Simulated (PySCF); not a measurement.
Species: `C=C1C=C(C(F)(F)F)/C1=C/OC`. The columns A, B, C and D hold Mulliken, IAO, Hirshfeld and ESP-fitted charges (e) of one PBE0/pcSseg-1 density (PySCF), in a shuffled order. Coordinates in Å (GFN2-xTB); the density's dipole moment is (-2.62, 0.32, 0.47) D.

```tsv
atom	x	y	z	A	B	C	D
C1	-0.348	2.731	0.121	-0.539	-0.098	-0.007	-0.324
C2	0.427	1.672	-0.027	+0.321	-0.005	-0.276	+0.026
C3	1.863	1.414	-0.255	-0.278	-0.035	+0.032	-0.140
C4	1.665	0.072	-0.269	+0.013	-0.034	-0.332	-0.051
C5	2.534	-1.116	-0.441	+0.571	+0.257	+0.933	+0.799
F6	3.828	-0.801	-0.594	-0.191	-0.093	-0.269	-0.277
F7	2.188	-1.854	-1.517	-0.197	-0.104	-0.277	-0.284
F8	2.463	-1.958	0.611	-0.196	-0.103	-0.277	-0.284
C9	0.218	0.193	-0.039	-0.359	-0.051	-0.032	-0.064
C10	-0.783	-0.672	0.098	+0.156	+0.023	+0.242	+0.041
O11	-2.057	-0.281	0.312	-0.179	-0.102	-0.461	-0.320
C12	-3.000	-1.318	0.458	-0.256	-0.028	-0.026	-0.206
H13	0.050	3.731	0.089	+0.211	+0.052	+0.117	+0.159
H14	-1.406	2.619	0.277	+0.204	+0.051	+0.128	+0.170
H15	2.723	2.044	-0.364	+0.200	+0.066	+0.056	+0.170
H16	-0.598	-1.741	0.038	+0.121	+0.051	+0.098	+0.143
H17	-3.967	-0.836	0.586	+0.150	+0.059	+0.132	+0.168
H18	-2.781	-1.932	1.338	+0.124	+0.047	+0.110	+0.137
H19	-3.027	-1.958	-0.430	+0.123	+0.047	+0.109	+0.137
```

Q: Which column most likely holds the ESP-fitted charges?

A: A. Σ q r misses the density's dipole by 0.03 D (A), 0.57 D (B), 0.70 D (D), 2.15 D (C). Charges fitted to the outside potential are the only set here that is tied to the molecule's multipoles.

Q: And the Hirshfeld charges?

A: B. The mean sizes are 0.069 e (B), 0.205 e (D), 0.206 e (C), 0.231 e (A), and Hirshfeld charges are commonly the smallest of these schemes.

As computed, A = ESP-fitted, B = Hirshfeld, C = Mulliken, D = IAO. Hydrogens on carbon: ESP-fitted +0.12 to +0.21, Hirshfeld +0.05 to +0.07, Mulliken +0.06 to +0.13, IAO +0.14 to +0.17 e.

The Mulliken scheme counts on each atom the diagonal of the density matrix times the overlap matrix over that atom's basis functions. The Hirshfeld scheme divides the density at each point in proportion to the densities of the neutral, spherically averaged free atoms.

Geometry: GFN2-xTB, one conformer, isolated molecule.

Conformer computed: `[CH2:1]=[C:2]1[CH:3]=[C:4]([C:5]([F:6])([F:7])[F:8])/[C:9]1=[CH:10]/[O:11][CH3:12]`: C3–C4–C5–F6 2°, C9–C10–O11–C12 -179°.
